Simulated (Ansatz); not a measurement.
Isomers of C2H8BGa, relaxed with PBE0-D4/def2-TZVP in Ansatz; electronic energies, one conformer each and not always the lowest. Functionals use def2-TZVPP; CBS adds triple-zeta CCSD(T) − MP2 to the MP2 limit of def2-TZVPP and def2-QZVPP.

Outer-core shells of Ga are correlated without core-valence functions. Scalar relativity is left out up to krypton. Spin–orbit coupling is left out.

Question: Order them by energy at frozen-core CCSD(T)/CBS, lowest first. (An estimate is asked.)
A. `C[BH][GaH][CH3]`
B. `CB[CH2][GaH2]`
C. `B[CH2][GaH][CH3]`

Answer: B (0.0 kJ/mol), C (7.3 kJ/mol), A (52.9 kJ/mol).

Question: How do ωB97M-V, MP2/CBS(def2), PBE-D4, B3LYP-D4 place them (kJ/mol, against `CB[CH2][GaH2]`)? (Estimate.)

Answer: Computed: 
| isomer | ωB97M-V | MP2/CBS(def2) | PBE-D4 | B3LYP-D4 |
| --- | --- | --- | --- | --- |
| `C[BH][GaH][CH3]` | 57.7 | 58.2 | 51.0 | 54.3 |
| `B[CH2][GaH][CH3]` | 12.5 | 4.8 | 12.8 | 12.5 |

B3LYP here is the variant with VWN-RPA as its local correlation; programs differ in this.
